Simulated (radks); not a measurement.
These are the eigenvalues of the occupied orbitals of an atom or ion with whole-number occupations (eV). All-electron calculation, Dirac Kohn-Sham, relativistic LDA (MacDonald-Vosko exchange, VWN5 correlation), spin-unpolarised, spherical densities, finite nucleus; Fermi nuclear charge, rms radius of each element as measured or else 0.836 A^(1/3) + 0.57 fm. Program: a radial shooting solver on a logarithmic mesh with Libxc functionals.

orbital  eigenvalue
1s1/2     -43381.07
2s1/2     -7267.596
2p1/2     -6900.163
2p3/2     -6385.508
3s1/2     -1805.257
3p1/2     -1646.752
3p3/2     -1543.745
3d3/2     -1265.118
3d5/2     -1242.740
4s1/2     -575.6941
4p1/2     -514.5566
4p3/2     -490.2307
4d3/2     -388.0070
4d5/2     -383.3755
5s1/2     -258.4711

Which element is it, and in what charge state? The configuration may be excited.

Answer. Z = 60, neodymium, charge +14: Nd14+ in [Ar] 3d10 4s2 4p(1/2: 2, 3/2: 3) 4d10 5s1. The list shows which subshells hold electrons but not how many an open one holds; the 1s level, -1594.2 hartree, gives Z - s = 56.5 by -(Z - s)^2/2, which with screening and relativity narrows Z to a few neighbours, and the depths of the outer levels then fix element, charge and occupations together.
